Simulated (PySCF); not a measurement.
Property card for `CC#[N+][BH2-]COC`

Species: C4H10BNO.
Cartesian coordinates in Å at the PBE0-D3(BJ)/def2-SVP level; atoms count from 1:
```xyz
17
C4H10BNO angstrom
C      3.2096    0.8834    0.1785
C      2.0041    0.4258   -0.4762
N      1.0463    0.0493   -0.9882
B     -0.2977   -0.4540   -1.5467
C     -1.4418    0.1523   -0.5811
O     -1.1622   -0.1513    0.7689
C     -2.1391    0.2847    1.6503
H      3.0556    0.8894    1.2674
H      3.4604    1.9007   -0.1550
H      4.0457    0.2107   -0.0609
H     -0.2106   -1.6753   -1.4985
H     -0.3698   -0.0469   -2.7007
H     -2.4206   -0.2776   -0.8825
H     -1.5428    1.2545   -0.6997
H     -1.8347    0.0117    2.6728
H     -2.2811    1.3860    1.6114
H     -3.1266   -0.1798    1.4474
```

Some functional groups and rings: ether.

PBE0-D3(BJ)/def2-SVP geometry optimisation, gas phase (PySCF):

| Item | Value |
| --- | --- |
| Point group | C1 |
| Rotational constants A, B, C | 4.378, 1.312, 1.056 GHz |

**PBE0/def2-SVPD ground state, ΔSCF and vertical TDDFT (core frozen in the response) (PySCF)**

| Item | Value |
| --- | --- |
| Dipole moment | 6.49 D |
| HOMO energy | -6.74 eV |
| LUMO energy | -0.46 eV |
| HOMO–LUMO gap | 6.28 eV |
| Lowest singlet excitation | 5.25 eV (236 nm, f = 0.001) |
| Strongest line among the 10 lowest singlet transitions | S7 at 6.45 eV (192 nm, f = 0.259) |
| Lowest triplet excitation (Tamm–Dancoff) | 5.05 eV |
| Static isotropic polarisability | 83.6 au |
| Vertical ionisation energy | 8.78 eV |
| Electronic spatial extent ⟨r²⟩ about the centre of nuclear charge | 1136 bohr² |

From PBE0/pcSseg-1 ground state and GIAO shieldings, non-relativistic (PySCF):

| Quantity | Value |
| --- | --- |
| Lowest Hirshfeld atomic charge | -0.16 e on O6 |
| Highest Hirshfeld atomic charge | +0.18 e on C2 |
| 13C chemical shifts (computed TMS as zero) by class | 115.2 (C2), 70.5 (C5), 62.3 (C7), 1.9 (C1) ppm |
| 1H chemical shifts (computed TMS as zero) by class | 3.21 (H15/H16/H17), 2.78 (H13/H14), 2.29 (H11/H12), 2.20 (H8/H9/H10) ppm |
| Isotropic shieldings of nuclei other than C and H, by class | 128 (B4), 28 (N3), 319 (O6) ppm |
| Mayer bond orders between heavy atoms | C1–C2 1.04, C2–N3 2.65, N3–B4 0.66, B4–C5 0.91, C5–O6 0.87, O6–C7 0.96 |

**B3LYP/pcJ-1 indirect spin-spin coupling, non-relativistic, gas phase; spin–dipole term left out for some pairs (PySCF)**

| Property | Result |
| --- | --- |
| Largest of the computed one-bond spin–spin couplings (means over like bonds) | 13C–1H +144.5 (C1–H8 and 2 like it), 13C–1H +142.6 (C7–H15 and 2 like it), 13C–1H +134.5 (C5–H13 and 1 like it), 11B–1H +110.8 (B4–H11 and 1 like it), 13C–13C +77.0 (C1–C2), 13C–11B +55.1 (C5–B4), 15N–13C -53.9 (N3–C2), 17O–13C +26.5 (O6–C5) Hz |

Monoisotopic mass (most abundant isotopes): 99.0855 u.

The dipole matches unit charges of opposite sign 1.35 Å apart (1 e·Å = 4.8032 D). The rotational constants make it an asymmetric top with κ = (2B − A − C)/(A − C) = -0.85, nearer the prolate limit (−1). The largest Löwdin shares of the LUMO are 0.32 on N3, 0.32 on C2, 0.14 on C1 and 0.07 on H10. The largest Löwdin shares of the HOMO are 0.55 on O6, 0.12 on C5, 0.09 on C7 and 0.07 on H14. The ΔSCF ionisation energy exceeds −ε(HOMO) by 2.04 eV with PBE0. The polarisability is 12.39 Å³ as a volume (1 au = 0.148185 Å³), or 1.55 au for each of the 54 electrons. A dipole of 6.49 D is allowed in C1, and pure rotational transitions are dipole-allowed.

One conformer (not necessarily the lowest) at the PBE0-D3(BJ)/def2-SVP geometry, without solvent or vibrations. NMR classes are plain means over equivalent atoms (diastereotopic ones count apart unless rotation or inversion swaps them), as if these changed places fast; in this geometry the members of some classes differ.

For the spin–spin coupling job (B3LYP/pcJ-1), on one thread, Intel Xeon at 2.50 GHz (x86_64) (shared host), this took 3.2 min and 1.2 GiB of memory at its peak.
